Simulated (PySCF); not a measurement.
## Cu (copper, neutral) across methods

[Ar] 3d10 4s1, 2S determinant. All numbers are calculated (PySCF 2.14, scalar relativity through the core potential, in aug-cc-pwCVTZ-PP with ECP10MDF (8s8p7d4f3g, 122 functions)).

| method | E (hartree) | mean ε 3d α (eV) | mean ε 4s α (eV) | mean ε 3d β (eV) | Σ⟨r²⟩ (bohr²) | ⟨S²⟩ |
| --- | --- | --- | --- | --- | --- | --- |
| PBE | -197.3074 | -5.064 | -4.971 | -4.912 | 30.78 | 0.753 |
| r2SCAN | -197.1908 | -5.017 | -5.322 | -4.885 | 30.36 | 0.754 |
| MN15 | -197.6380 | -8.733 | -5.839 | -8.661 | 30.84 | 0.751 |
| PBE0 | -197.2372 | -7.110 | -5.520 | -7.028 | 30.47 | 0.752 |
| UHF | -196.17594 | -12.994 | -6.696 | -13.111 | 31.21 | 0.752 |
| BLYP | -197.2856 | -5.017 | -4.901 | -4.890 | 30.78 | 0.751 |
| HSE06 | -197.2336 | -6.702 | -5.198 | -6.625 | 30.41 | 0.752 |

(1) Estimate the same row for LDA.

Energies and moments cover only the electrons outside the core potential.

Answers

(1) E (hartree) = -196.9547; mean ε 3d α (eV) = -5.334; mean ε 4s α (eV) = -5.184; mean ε 3d β (eV) = -5.186; Σ⟨r²⟩ (bohr²) = 30.49; ⟨S²⟩ = 0.752.
